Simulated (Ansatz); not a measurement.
The inner images of a band of C$_{3}$H$_{5}$FSTe (11 atoms, charge 0, multiplicity 1) are given out of order.

Theory: RKS PBE0-D4/def2-SVP (Ansatz).

Image 0:

```xyz
11
Properties=species:S:1:pos:R:3
F 0.307 -1.654 1.622
C -0.039 -1.226 0.380
C 0.128 0.263 0.228
S -0.803 1.277 1.382
C 0.386 0.797 -1.117
Te 2.212 0.947 0.081
H 0.580 -1.746 -0.372
H -1.102 -1.484 0.204
H -2.030 0.910 0.926
H -0.047 1.769 -1.365
H 0.475 0.089 -1.949
```

Image 6:

```xyz
11
Properties=species:S:1:pos:R:3
F -0.120 -1.487 1.630
C -0.136 -1.185 0.297
C -0.025 0.302 0.086
S -1.314 1.257 0.857
C 0.444 0.780 -1.218
Te 2.081 1.055 0.202
H 0.699 -1.701 -0.203
H -1.097 -1.534 -0.125
H -1.159 0.699 2.077
H 0.034 1.722 -1.593
H 0.657 0.033 -1.990
```

Question: Put them in order from the first end to the last, with their energies above the first end.
A.
```xyz
11
Properties=species:S:1:pos:R:3
F 0.183 -1.611 1.639
C -0.063 -1.196 0.369
C 0.133 0.288 0.207
S -0.793 1.321 1.348
C 0.408 0.793 -1.145
Te 2.223 0.970 0.067
H 0.600 -1.734 -0.329
H -1.114 -1.441 0.117
H -1.995 0.727 1.129
H -0.024 1.758 -1.423
H 0.509 0.067 -1.959
```
B.
```xyz
11
Properties=species:S:1:pos:R:3
F 0.083 -1.563 1.648
C -0.088 -1.166 0.359
C 0.125 0.313 0.185
S -0.833 1.362 1.284
C 0.432 0.791 -1.169
Te 2.232 0.979 0.061
H 0.610 -1.717 -0.293
H -1.125 -1.409 0.051
H -1.918 0.551 1.342
H 0.010 1.752 -1.477
H 0.539 0.048 -1.968
```
C.
```xyz
11
Properties=species:S:1:pos:R:3
F -0.028 -1.487 1.649
C -0.126 -1.137 0.333
C 0.065 0.343 0.136
S -1.089 1.383 1.020
C 0.473 0.793 -1.198
Te 2.219 0.974 0.099
H 0.631 -1.686 -0.250
H -1.137 -1.417 -0.022
H -1.600 0.396 1.783
H 0.070 1.747 -1.551
H 0.588 0.034 -1.980
```
D.
```xyz
11
Properties=species:S:1:pos:R:3
F -0.065 -1.465 1.647
C -0.135 -1.150 0.318
C 0.015 0.332 0.104
S -1.231 1.319 0.904
C 0.468 0.790 -1.212
Te 2.161 1.004 0.147
H 0.659 -1.689 -0.225
H -1.126 -1.467 -0.057
H -1.372 0.494 1.963
H 0.072 1.742 -1.580
H 0.619 0.033 -1.989
```
E.
```xyz
11
Properties=species:S:1:pos:R:3
F 0.009 -1.524 1.646
C -0.113 -1.143 0.345
C 0.104 0.335 0.163
S -0.932 1.393 1.179
C 0.458 0.793 -1.185
Te 2.238 0.969 0.072
H 0.614 -1.697 -0.272
H -1.137 -1.395 0.004
H -1.792 0.422 1.558
H 0.050 1.751 -1.516
H 0.565 0.039 -1.973
```

Answer: A (+0.011 eV), B (+0.042 eV), E (+0.065 eV), C (+0.018 eV), D (-0.072 eV).

The run took 3 min on 2 threads of Arm Neoverse V2, on a shared host, peak memory 0.35 GiB.
